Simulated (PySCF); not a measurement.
Compound: C₆H₉FO.
Z-matrix (Å and degrees, GFN2-xTB geometry), rows numbered from 1:
```
O 
C   1  1.2004
C   2  1.5169  1  125.69
C   3  1.5267  2  105.58  1  -171.03
C   4  1.5351  3  104.84  2   -26.93
C   5  1.5271  4  111.14  3   -84.44
F   6  1.3739  5  110.04  4  -177.03
C   2  1.5136  1  126.02  3  -179.84
H   3  1.0919  2  108.00  1    69.28
H   3  1.0893  2  110.64  1   -47.78
H   4  1.0892  3  112.53  2  -149.03
H   4  1.0905  3  109.91  2    90.34
H   5  1.0926  4  111.76  3   155.14
H   6  1.0951  5  111.50  4   -59.02
H   6  1.0945  5  111.83  4    64.68
H   8  1.0896  2  111.50  1   -43.93
H   8  1.0922  2  107.64  1    73.69
```

Computed, not measured: B3LYP/def2-SVPD in PySCF (dipole) on a GFN2-xTB geometry, gas phase.

Masses are those of the commonest isotopes; rigid-rotor values at the optimised geometry. The values belong to one conformer with, in the numbering `[O:1]=[C:2]1[CH2:3][CH2:4][C@@H:5]([CH2:6][F:7])[CH2:8]1`, C4–C5–C6–F7 -177°, O1–C2–C3–C4 -171°, C2–C3–C4–C5 -27°, C3–C4–C5–C6 -84°, C4–C5–C8–C2 -29°.

What are A, B and C (MHz)?

Ia = 146.25, Ib = 348.34, Ic = 423.34 u·Å²; 505379 MHz·u·Å²/I gives A = 3456, B = 1451, C = 1194 MHz.

What kind of rotor is it?

An asymmetric top; Ray's κ = -0.773.

What does the inertial defect say?

Not planar: Δ = Ic − Ia − Ib = -71.25 u·Å². For a rigid frame Δ = −2 Σ m c², so Σ m c² = 35.62 u·Å² lies off the ab plane: 13.13 from hydrogen and 22.49 from heavier atoms. The atom farthest from that plane is 1.89 Å away.

Give the other two planar moments, Paa and Pbb, and the rms extents of the mass along the axes.

Paa = Σ m a² = (Ib + Ic − Ia)/2 = 312.72 and Pbb = Σ m b² = (Ia + Ic − Ib)/2 = 110.63 u·Å². With the mass M = 116.06 u, the rms extents √(P/M) along a, b and c are 1.64, 0.98, 0.55 Å.

Give the coordinates in the principal-axis frame, origin at the centre of mass.

The sense of each axis is arbitrary; atoms in the order of the calculation.
```
atom  mass (u)   a (Å)   b (Å)   c (Å)
  O1    15.995  -2.322  -1.200   0.270
  C2    12.000  -1.453  -0.411   0.018
  C3    12.000  -1.387   1.020   0.516
  C4    12.000  -0.236   1.668  -0.251
  C5    12.000   0.706   0.507  -0.601
  C6    12.000   1.657   0.203   0.554
  F7    18.998   2.532  -0.793   0.194
  C8    12.000  -0.240  -0.669  -0.849
  H9     1.008  -1.194   0.996   1.590
 H10     1.008  -2.343   1.522   0.371
 H11     1.008   0.266   2.443   0.326
 H12     1.008  -0.610   2.117  -1.172
 H13     1.008   1.312   0.729  -1.482
 H14     1.008   2.267   1.075   0.813
 H15     1.008   1.122  -0.156   1.439
 H16     1.008   0.211  -1.636  -0.627
 H17     1.008  -0.575  -0.695  -1.888
```

List the rotational levels J(Ka,Kc) to J = 5 (MHz).

Above 0(0,0):
J = 1: 1(0,1) 2645, 1(1,1) 4649, 1(1,0) 4906
J = 2: 2(0,2) 7911, 2(1,2) 9681, 2(1,1) 10453, 2(2,1) 16467, 2(2,0) 16490
J = 3: 3(0,3) 15753, 3(1,3) 17216, 3(1,2) 18757, 3(2,2) 24401, 3(2,1) 24515, 3(3,1) 35081, 3(3,0) 35082
J = 4: 4(0,4) 26110, 4(1,4) 27237, 4(1,3) 29799, 4(2,3) 34961, 4(2,2) 35297, 4(3,2) 45702, 4(3,1) 45711, 4(4,1) 60596, 4(4,0) 60596
J = 5: 5(0,5) 38918, 5(1,5) 39729, 5(1,4) 43549, 5(2,4) 48132, 5(2,3) 48883, 5(3,3) 58992, 5(3,2) 59028, 5(4,2) 73871, 5(4,1) 73871, 5(5,1) 93023, 5(5,0) 93023

Which lines would a microwave search look for?

The dipole components are |μa| = 1.01 D, |μb| = 3.39 D, |μc| = 0.45 D. The squared components, which scale the intensities, stand as 0.09 : 1.00 : 0.02 (a : b : c). Some lines, for components of 0.1 D or more:

```csv
type,branch,"J(Ka,Kc)",MHz,lower level (cm⁻¹)
a,Q,"2(1,1) ← 2(1,2)",771,0.323
c,Q,"1(1,1) ← 1(0,1)",2005,0.088
b,Q,"1(1,0) ← 1(0,1)",2262,0.088
b,R,"3(1,2) ← 2(2,1)",2290,0.549
b,Q,"3(1,2) ← 3(0,3)",3004,0.525
b,R,"1(1,1) ← 0(0,0)",4649,0.000
a,R,"2(1,2) ← 1(1,1)",5032,0.155
a,R,"2(0,2) ← 1(0,1)",5266,0.088
a,R,"2(1,1) ← 1(1,0)",5546,0.164
b,Q,"3(2,1) ← 3(1,2)",5759,0.626
c,Q,"2(2,1) ← 2(1,1)",6014,0.349
b,R,"3(0,3) ← 2(1,2)",6071,0.323
b,Q,"2(2,1) ← 2(1,2)",6785,0.323
b,R,"2(1,2) ← 1(0,1)",7037,0.088
b,Q,"3(2,2) ← 3(1,3)",7185,0.574
a,R,"3(0,3) ← 2(0,2)",7842,0.264
a,R,"3(2,1) ← 2(2,0)",8025,0.550
c,Q,"3(3,1) ← 3(2,1)",10566,0.818
c,R,"3(1,2) ← 2(0,2)",10846,0.264
c,R,"2(2,0) ← 1(1,0)",11584,0.164
b,R,"2(2,0) ← 1(1,1)",11841,0.155
c,R,"3(2,1) ← 2(1,1)",14063,0.349
c,R,"3(2,2) ← 2(1,2)",14719,0.323
b,R,"3(3,1) ← 2(2,0)",18591,0.550
c,R,"3(3,0) ← 2(2,0)",18592,0.550
c,R,"3(3,1) ← 2(2,1)",18614,0.549
b,R,"3(3,0) ← 2(2,1)",18615,0.549
```

GFN2-xTB frequencies: not computed here. These are rigid-rotor constants of the computed structure; measured ground-state constants (B0) also hold zero-point vibration.

Hardware: Arm Neoverse V1, one thread, no GPU, shared host. Cost: 55 s. This is the B3LYP/def2-SVPD job that gave the dipole, with the excitations it also computed.
